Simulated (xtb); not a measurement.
CBrF₂, SMILES F[C](F)Br (connectivity only; charge and spin as stated), charge +1, multiplicity 1. All values are semi-empirical tight-binding results from xtb (GFN2-xTB unless named), good for trends rather than for accurate numbers. The structure is a stationary point at GFN2-xTB. The multiplicity is an assumed one; other spin states were not compared. The isomer is the one that the SMILES or the coordinates give; other isomers of the formula were not compared.

Optimised geometry:

```xyz
4

F      0.0000     1.0627    -1.5249
C      0.0000     0.0000    -0.8504
F      0.0000    -1.0627    -1.5249
Br     0.0000     0.0000     0.9300
```
Charge +1, spin multiplicity 1.

### Question
Estimate the properties. (The exact figures need the calculation; the answer reports its results.)

### Answer

| Item | Value |
|---|---|
| point group as xtb finds it | C2v |
| orbital gap | 2.67 eV |
| zero-point energy | 6.6 kcal/mol |
| G − E(el) at 298.15 K (modified RRHO) | -10.7 kcal/mol |
| static polarisability (D4 model) | 35.5 bohr³ |
| solvation energy, GFN2-xTB/ALPB(water) | -54.0 kcal/mol |
| solvation energy, GFN2-xTB/ALPB(toluene) | -49.0 kcal/mol |

### Question
Give the atomic charges and the Wiberg bond orders between heavy atoms. (Estimate from the structure and the level; the computed values follow.)

### Answer
charges (e) F1 0.07, C2 0.46, F3 0.07, Br4 0.40. Bond orders F1–C2 1.24, C2–F3 1.24, C2–Br4 1.41.
